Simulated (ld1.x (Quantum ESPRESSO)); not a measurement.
# phosphorus, TM: configuration errors across variants

```json
{"Element": "P", "Generator": "ld1.x (Quantum ESPRESSO) 7.5", "Type": "norm-conserving Troullier–Martins (Kleinman–Bylander form)", "Functional": "LDA (PZ)", "Relativity": "scalar-relativistic", "Frozen core": "[Ne]", "Valence charge": "5", "Reference configuration": "3s2 3p3", "Partial waves": "3s (bound): rc 1.15 bohr; 3p (bound): rc 1.65 bohr", "Local potential": "all-electron potential smoothed inside 1.00 bohr (lloc = -1)", "Core correction": "a·sin(br)/r model core inside 1.05 bohr"}
```

All-electron excitation energies from the reference (eV): (1) 3s2 3p2 9.821; (2) 3s2 3p1 29.070; (3) 3s2 3p0 58.965; (4) 3s2 3p2.5 3.821; (5) 3s1 3p0 111.154; (6) 3s0 3p5 17.136; (7) 3s1 3p4 8.496; (8) 3s2 3p3 spin -1.510; (9) 3s2 3p2 spin 8.978.

Spin tests fill each open shell by Hund’s rule, majority spin first.

Errors AE − PS in meV (a dash: test not solved or not reliable):

```csv
change,(1),(2),(3),(4),(5),(6),(7),(8),(9),bound ghosts
base,+9.4,+74,+301,+1.5,+768,-8.9,-0.5,+27,+28,none
core correction a·sin(br)/r model core inside 0.50 bohr,+8.7,+68,+268,+1.4,+695,-15,-1.4,+21,+22,none
core correction a·sin(br)/r model core inside 0.66 bohr,+8.8,+69,+271,+1.4,+701,-14,-1.3,+21,+22,none
core correction a·sin(br)/r model core inside 0.90 bohr,+9.0,+71,+282,+1.4,+726,-12,-1.0,+22,+23,none
core correction a·sin(br)/r model core inside 1.04 bohr,+9.3,+74,+299,+1.5,+763,-9.3,-0.6,+27,+27,none
core correction a·sin(br)/r model core inside 1.18 bohr,+9.9,+80,+330,+1.6,+843,-4.4,+0.2,+39,+36,none
core correction a·sin(br)/r model core inside 1.36 bohr,+11,+94,+404,+1.8,+1040,+6.2,+1.9,+66,+56,none
```

Question: Give the same row for: core correction none.

Answer: +15, +126, +563, +2.3, +1502, +30, +5.8, +124, +99; bound ghosts: none.
